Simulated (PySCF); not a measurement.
Mg(H)(OSiH3) (H4MgOSi), SMILES [SiH3][O][MgH]. Geometry: B3LYP-D3(BJ)/def2-TZVP.

Method: B3LYP-D3(BJ)/def2-TZVP (PySCF).

Harmonic wavenumbers (cm⁻¹): 82, 82, 327, 327, 505, 740, 740, 969, 969, 1011, 1086, 1677, 2179, 2179, 2196. Rotational constants (GHz): 86.99, 2.796, 2.796; symmetry number 3.

### Question
Work out the zero-point energy and the ideal-gas rigid-rotor harmonic-oscillator thermochemistry at 298.15 K and 1 atm.

### Answer
ZPE = ½ Σ hcν = ½ × 15069 cm⁻¹ = 21.54 kcal/mol. H − E(el) = 25.72 kcal/mol. Entropy in cal/(mol K): translation 38.76, rotation 21.49, vibration 11.79, total 72.03. G − E(el) = 4.24 kcal/mol. Cp = 19.40 cal/(mol K). Modes under 150 cm⁻¹ make the vibrational entropy uncertain.
